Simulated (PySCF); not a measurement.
Working out the ionisation energy of Cr⁴⁺

Cr⁴⁺ [Ar] 3d2 (3F) → Cr⁵⁺ [Ar] 3d1 (2D). Calculation: PySCF 2.14, in an even-tempered Gaussian basis (20 s from 0.13 bohr⁻², ratio 2.5; 13 p from 0.17 bohr⁻², ratio 2.5; 10 d from 0.17 bohr⁻², ratio 2.5; 5 f from 0.64 bohr⁻², ratio 2.7; 5 g from 0.96 bohr⁻², ratio 2.7); scalar relativity by spin-free X2C-1e. Frozen: [Ne]; the 41 highest virtual orbitals dropped. Energies in hartree (1 hartree = 27.21139 eV):

| part | Cr⁴⁺ (lower) | Cr⁵⁺ (upper) |
| --- | --- | --- |
| UHF | -1046.040254 | -1043.516658 |
| MP2 opposite-spin | -0.249501 | -0.236469 |
| MP2 same-spin | -0.084931 | -0.076396 |

**Question.** What does Hartree-Fock give?

**Answer.** (-1043.516658) − (-1046.040254) = 2.523596 hartree = 68.671 eV.

**Question.** What do MP2 and SCS-MP2 (6/5 opposite-spin, 1/3 same-spin) give?

**Answer.** The opposite-spin parts differ by 0.355 eV and the same-spin parts by 0.232 eV. MP2: 68.671 + (0.355) + (0.232) = 69.258 eV. SCS-MP2: 68.671 + 1.2 × (0.355) + (0.232)/3 = 69.174 eV.

A first-order spin-orbit estimate adds 0.013 eV to MP2 (outer shells), giving 69.271 eV against 69.46 ± 0.04 eV (semi-empirical (NIST evaluation); NIST Atomic Spectra Database, ionization energies).

What remains against the reference includes basis incompleteness, the frozen core and correlation beyond second order.
